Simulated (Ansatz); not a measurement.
Ansatz (a first-principles code) input (LC-wPBE/def2-TZVPD):

Ansatz 0.2 input:
```yaml
crystal:
  periodic: [false, false, false]
  atoms:
    - {symbol: Zn, position_ang: [0.29259555, -0.11009068, -0.18130292]}
    - {symbol: F, position_ang: [-0.68410736, 1.40534720, -0.75680500]}
    - {symbol: F, position_ang: [-0.29121115, -1.03837828, 1.36114807]}
basis:
  gaussian:
    orbitals: def2-TZVPD
hamiltonian:
  xc: {name: LC-wPBE}
total_charge: -1
magnetization: {spin_polarized: true, initial_magnetization: 1}
output: {forces: true}
```

End of the output:

```
216 factors; integrals over basis functions are off by at most 7.2e-5 eV
mean field: 0.57 GiB planned
mean field evaluation 1: about -53848.0240 eV, gradient 2.3e1 eV
mean field evaluation 2: about -53847.9228 eV, gradient 3.5e1 eV
mean field evaluation 4: about -53849.5406 eV, gradient 1.9e0 eV
mean field evaluation 8: about -53849.5945 eV, gradient 9.4e-2 eV
mean field evaluation 16: about -53849.5614 eV, gradient 2.3e-4 eV
mean field -53849.56143273 eV, -1978.9348821092 hartree, gradient 4.4e-5 eV, S^2 0.752645; 0 other end points of the search recorded, 0 dependent functions left out
the calculation of the forces begins
reference -53849.56143274 eV, -1978.9348821095 hartree; 25, 24 occupied and 106, 107 virtual orbitals, 858 factors
Total energy: -53849.56143274 eV, -1978.9348821095 hartree
Atom 0 at     0.292596    -0.110091    -0.181303 Å, force    -0.186470     0.070161     0.115544 eV/Å
Atom 1 at    -0.684107     1.405347    -0.756805 Å, force     0.124590    -0.230097     0.111247 eV/Å
Atom 2 at    -0.291211    -1.038378     1.361148 Å, force     0.061881     0.159936    -0.226791 eV/Å
Dipole moment:     0.183854    -0.069176    -0.113922 e Å
```

The spin state was set by rule; other spins were not relaxed.
